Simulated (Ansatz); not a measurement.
This singlet lies 1.17 eV below the relaxed triplet at the level frozen-core CCSD(T)/cc-pVTZ // PBE0-D3(BJ)/def2-TZVP (Ansatz, a first-principles code).

Species: H4SSi2, SMILES `[SiH3][Si]S` (lower singlet; Si–Si–S–H torsion 180°) (charge 0, multiplicity 1).

**Question.** Give a relaxed geometry from PBE0-D3(BJ)/def2-TZVP (Ansatz).

**Answer.** This is not unique; one that fits is the end point of this relaxation, one of several conformers (outside a Z-matrix the atoms follow the SMILES, hydrogens last).
Bond lengths (Å): Si1–Si2 2.398, Si1–H4 1.492, Si1–H5 1.492, Si1–H6 1.490, Si2–S3 2.114, S3–H7 1.349. Bond angles (°): Si2–Si1–H4 108.4, Si2–Si1–H5 108.4, Si2–Si1–H6 115.7, H4–Si1–H5 107.0, H4–Si1–H6 108.5, H5–Si1–H6 108.5, Si1–Si2–S3 91.5, Si2–S3–H7 98.3.
